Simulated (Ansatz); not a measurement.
Wavefunction ladder for AlGaH3N

```xyz
6

N     0.6115   -0.5534    0.3263
Al   -0.7336    0.3606   -0.3963
Ga    2.1367    0.1787    1.1740
H     0.5642   -1.5671    0.2841
H    -1.9673   -0.3603   -1.0841
H    -0.6115    1.9414   -0.3041
```

The species carries charge 0 and has multiplicity 1. Correlated methods include outer-core shells of Ga, which these sets cover unevenly. Scalar relativity is left out up to krypton. The bonds changed during the relaxation, so this is another structure than the one it started from. All single points use the PBE0-D4/def2-TZVP geometry. Frozen core, restricted reference, Ansatz 0.2.0.

```csv
basis,HF (Eh),MP2 corr.
def2-SVP,-2221.03616,-0.43036
def2-TZVPP,-2221.43830,-0.49718
def2-QZVPP,-2221.48849,-0.76637
```

(1) Estimate the CCSD correlation energy and the (T) correction in each basis where they were run (hartree).

## Answers

(1) 
```csv
basis,CCSD corr.,(T)
def2-SVP,-0.44790,-0.01496
def2-TZVPP,-0.51436,-0.02174
```
